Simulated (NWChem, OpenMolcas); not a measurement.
AlSi2H5O: a line through the functionals

The species is AlSi2H5O (9 atoms), meant as a singlet with charge 0. SMILES: `[SiH3][Al]1[O][SiH2]1`. Geometry: relaxed at PBE0-D4/def2-TZVP.

The dipole moment y, in D, basis 6-31G(d); a is the functional's share of exact exchange. Programs: NWChem 7.3.0, OpenMolcas 26.06.

| functional | program | a | y (D) |
| --- | --- | --- | --- |
| BLYP | OpenMolcas | 0 | 1.72 |
| r2SCAN | OpenMolcas | 0 | 1.79 |
| B3LYP | NWChem | 0.2 | 1.91 |
| PBE0 | OpenMolcas | 0.25 | ? |
| BHLYP | OpenMolcas | 0.5 | 2.14 |

Fit y = c + s·a to the known rows and predict PBE0.


1. Means of the 4 rows: a = 0.1750, y = 1.890.
2. Σ(Δa)² = 0.1675, Σ(Δa·Δy) = 0.129, so the slope is 0.129/0.1675 = 0.77015.
3. Intercept: 1.890 − (0.77015) × 0.1750 = 1.755. The largest residual of the fit is 0.035.
4. PBE0: 1.755 + (0.77015) × 0.25 = 1.95 D.

The run gave 1.92 D, so the prediction is off by +0.03 D, within the largest residual. More exact exchange makes the molecule more polar here. The rows mix families of semi-local functionals, which the line can't see.
